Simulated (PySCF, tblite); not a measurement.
Isomers of C3H10OSSi2. Computed with GFN2-xTB (tblite): harmonic, unscaled wavenumbers at the GFN2-xTB geometry, gas phase. Against measured fundamentals such values can be off by several per cent, at times by over 20. Modes of hydrogen on silicon and sulfur can be 10 to 20 % off. One conformer each.

Electronic energies: PBE0/pcSseg-1 single points on the GFN2-xTB geometries (PySCF, gas phase).

| SMILES | electronic energy, lowest = 0 (kJ/mol) |
| --- | --- |
| C=CC[Si@@H](O)[SiH2]S | 0.0 |
| O=C([SiH3])CSC[SiH3] | 208.7 |
| CC(=S)O[SiH2]C[SiH3] | 24.5 |
| [SiH3]C[Si@H]1COCS1 | 66.4 |

Task: How do GFN2-xTB zero-point energies change the relative energies?

Result: 
```json
{"SMILES": "C=CC[Si@@H](O)[SiH2]S", "ZPE (kJ/mol)": "306.6", "of it from modes above 1550 cm⁻¹": "177.5", "electronic (kJ/mol)": "0.0", "with ZPE, lowest = 0 (kJ/mol)": "0.0", "lowest mode (cm⁻¹)": "23", "rings": "0"}
{"SMILES": "CC(=S)O[SiH2]C[SiH3]", "ZPE (kJ/mol)": "302.6", "of it from modes above 1550 cm⁻¹": "157.8", "electronic (kJ/mol)": "24.5", "with ZPE, lowest = 0 (kJ/mol)": "20.6", "lowest mode (cm⁻¹)": "10", "rings": "0"}
{"SMILES": "[SiH3]C[Si@H]1COCS1", "ZPE (kJ/mol)": "314.1", "of it from modes above 1550 cm⁻¹": "160.2", "electronic (kJ/mol)": "66.4", "with ZPE, lowest = 0 (kJ/mol)": "74.0", "lowest mode (cm⁻¹)": "39", "rings": "1"}
{"SMILES": "O=C([SiH3])CSC[SiH3]", "ZPE (kJ/mol)": "293.4", "of it from modes above 1550 cm⁻¹": "163.9", "electronic (kJ/mol)": "208.7", "with ZPE, lowest = 0 (kJ/mol)": "195.5", "lowest mode (cm⁻¹)": "28", "rings": "0"}
```

The zero-point energies span 20.7 kJ/mol, from `O=C([SiH3])CSC[SiH3]` to `[SiH3]C[Si@H]1COCS1`. The order is unchanged.

Task: And how do the electronic energies of GFN2-xTB itself compare?

Result: `C=CC[Si@@H](O)[SiH2]S` 27.9; `CC(=S)O[SiH2]C[SiH3]` 0.0; `[SiH3]C[Si@H]1COCS1` 90.9; `O=C([SiH3])CSC[SiH3]` 204.0 kJ/mol, lowest = 0. Against the energies above, taken from the same isomer `C=CC[Si@@H](O)[SiH2]S`, the largest difference is 52.4 kJ/mol.
